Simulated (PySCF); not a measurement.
**Field gradients at the hydrogen positions**

Species: C7H9N3.
Z-matrix (Å and degrees, GFN2-xTB geometry), rows numbered from 1:
```
C 
C   1  1.3317
C   2  1.4949  1  123.91
C   2  1.4643  1  119.89  3  -179.96
N   4  1.3369  2  118.77  1    -0.02
C   5  1.3156  4  115.20  2  -179.98
N   6  1.3208  5  125.93  4     0.01
C   7  1.3314  6  115.00  5    -0.05
C   8  1.4882  7  117.85  6  -179.34
N   8  1.3245  7  123.97  6     0.10
H   1  1.0758  2  120.70  3   179.99
H   1  1.0768  2  121.66  3     0.07
H   3  1.0863  2  110.76  1     0.06
H   3  1.0881  2  109.93  1  -121.01
H   3  1.0881  2  109.96  1   121.19
H   6  1.0839  5  117.15  4   179.89
H   9  1.0860  8  110.16  7  -151.53
H   9  1.0860  8  109.80  7   -28.77
H   9  1.0895  8  108.84  7    89.70
```

Level: PBE0/pcSseg-1 (PySCF, non-relativistic); Q(2H) = 0.00286 b; rigid geometry, the same for H and D, with no vibrational averaging.

Question: What are Vzz, η and χzz (234.96 MHz × Q × Vzz) at all hydrogens?

Answer: 
```
atom  bonded to  bond length (Å)  Vzz (au)     η  χzz (kHz)
 H11         C1            1.076    0.3305  0.02        222
 H12         C1            1.077    0.3356  0.03        225
 H13         C3            1.086    0.3166  0.03        213
 H14         C3            1.088    0.3126  0.04        210
 H15         C3            1.088    0.3125  0.04        210
 H16         C6            1.084    0.3111  0.04        209
 H17         C9            1.086    0.3140  0.03        211
 H18         C9            1.086    0.3134  0.03        211
 H19         C9            1.089    0.3116  0.03        209
```

Question: How does χzz go with the bond length over the 9 C–H bonds?

Answer: A straight-line fit has a slope of -11.3 kHz for each 0.01 Å, with a correlation coefficient of -0.92, over lengths from 1.076 to 1.089 Å. The longer bonds have the smaller couplings here.

Question: A static deuteron (I = 1) shows a doublet split by (3/2)χ, (3/4)χ(1 + η) and (3/4)χ(1 − η) with the field along z, y and x of the gradient. What are these for H14?

Answer: With |χ| = 210.0 kHz and η = 0.038: 315, 164 and 152 kHz, to first order and without motion.

The structure is a single GFN2-xTB conformer in the gas phase; no vibrational or solvent corrections. GFN2-xTB bond lengths can be off by several hundredths of an ångström, more for odd bonds, and the gradients follow them. A larger basis could move these couplings by a tenth or more.
